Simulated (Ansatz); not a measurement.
## Abstraction of F: CBrCl2F + SbHF → CBrCl2 + SbHF2

Species: CBrCl2F (bromodichlorofluoromethane) `FC(Cl)(Cl)Br`, singlet; SbHF `[F][SbH]`, doublet; CBrCl2 `Cl[C](Cl)Br`, doublet; SbHF2 `[F][SbH][F]`, singlet. A radical takes F: the energy is the difference in strength between the C–F bond broken and the Sb–F bond made.

Shapes, held fixed at every level: PBE0-D4/def2-TZVP. Programs: Ansatz 0.2.0. The zero-point and thermal change to 298 K, harmonic and unscaled (PBE0-D4/def2-TZVP), is -1.2 kJ/mol.

| level | kind | ΔH(298 K) (kJ/mol) | less CCSD(T)/def2-TZVPP | CPU time (sum over the molecules) |
| --- | --- | --- | --- | --- |
| SPW92/def2-TZVPP | LDA | -7.1 | +6.6 | 8.3 s |
| r2SCAN-D4/def2-TZVPP | meta-GGA | -28.0 | -14.3 | 36 s |
| BHLYP-D4/def2-TZVPP | global hybrid | -25.8 | -12.1 | 24 s |
| wB97M-V/def2-TZVPP | range-separated hybrid | -8.2 | +5.5 | 78 s |
| B2PLYP/def2-TZVPP | double hybrid | -25.6 | -11.9 | 35 s |
| MP2/def2-SVP | perturbation theory | +19.3 | +33.0 | – |
| CCSD/def2-SVP | coupled cluster or CI | +13.9 | +27.6 | – |
| CCSD(T)/def2-TZVPP | coupled cluster or CI | -13.7 | 0.0 | 11 min |

The highest level, CCSD(T)/def2-TZVPP, gives ΔH(298 K) = -13.7 kJ/mol; the levels span -28.0 to +19.3. They disagree on the sign: 2 of 8 are positive. The column of differences is taken from that level and isn't an error. No measured value is set beside it here. Open shells run unrestricted unless RO is named. For atoms past krypton def2 sets carry core potentials with scalar relativity. Relativity is left out for Br unless named. Correlated rows may include outer-core shells of Br, Sb, which these sets cover unevenly. Times are processor times on shared x86 and Arm servers, and rough.
